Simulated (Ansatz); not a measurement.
`C[S][Ge][OH]` and `[OH][Ge][SH]` differ in one atom or group.

Ansatz, PBE0-D4/def2-TZVP geometries, multiplicity 1. Each molecule was computed in one conformer, which needn't be the lowest.

Scalar relativity is left out up to krypton.

```csv
property,`C[S][Ge][OH]`
size of the dipole moment (ωB97M-V/def2-TZVPP) / D,1.75
LUMO energy (PBE0/def2-TZVPP) / eV,-1.81
HOMO–LUMO gap (PBE/def2-TZVPP) / eV,3.49
HOMO energy (PBE/def2-TZVPP) / eV,-6.02
HOMO energy (ωB97M-V/def2-TZVPP) / eV,-9.13
HOMO–LUMO gap (B3LYP/def2-TZVPP) / eV,4.87
```

(1) Give the same properties after the change, and the shifts. (Best estimate.)

Answers

(1) The calculation gave: 
```
                                          property  `[OH][Ge][SH]`  shift
size of the dipole moment (ωB97M-V/def2-TZVPP) / D            0.89  -0.86
                LUMO energy (PBE0/def2-TZVPP) / eV           -1.99  -0.18
               HOMO–LUMO gap (PBE/def2-TZVPP) / eV            3.58   0.09
                 HOMO energy (PBE/def2-TZVPP) / eV           -6.30  -0.28
             HOMO energy (ωB97M-V/def2-TZVPP) / eV           -9.40  -0.27
             HOMO–LUMO gap (B3LYP/def2-TZVPP) / eV            4.97   0.10
```

With PBE0 the HOMO falls by 0.28 eV and the LUMO falls by 0.18 eV, so the gap widens by about 0.10 eV. PBE moves the HOMO by -0.28 eV and ωB97M-V by -0.27 eV. Dipoles are sizes alone; their direction can turn.

B3LYP here is the variant with VWN-RPA as its local correlation; programs differ in this.
